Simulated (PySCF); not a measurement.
Computed shifts of a molecule C2H4ClFSi2, PBE/pcSseg-1 (PySCF), GIAO, gas phase, atoms alike by connectivity averaged where their shifts nearly agree, in ppm (number of nuclei): ²⁹Si: -30.9 (1), -43.2 (1). ¹⁹F: -244.6 (1). ¹³C: 117.7 (1), 115.8 (1). ¹H: 5.67 (2), 5.60 (2). References: ²⁹Si against TMS (σ = 335.4 ppm); ¹⁹F against CFCl3 (σ = 133.6 ppm); ¹³C against TMS (σ = 182.0 ppm); ³⁵Cl against HCl (σ = 936.5 ppm); ¹H against TMS (σ = 31.49 ppm), references at their B3LYP-D3(BJ)/def2-TZVP geometries, non-relativistic (without spin–orbit terms, shifts of atoms bonded to Cl or Br come out too high). Geometry: PBE0-D3(BJ)/def2-SVP. One conformer was computed; it need not be the lowest.

Identify the compound among the candidates.
(A) C#C[SiH2][Si@H](F)Cl
(B) F[SiH2]C#C[SiH2]Cl
(C) F[Si@@H]1[SiH2]C=C1Cl
(D) C#C[Si@H](F)[SiH2]Cl

B, F[SiH2]C#C[SiH2]Cl
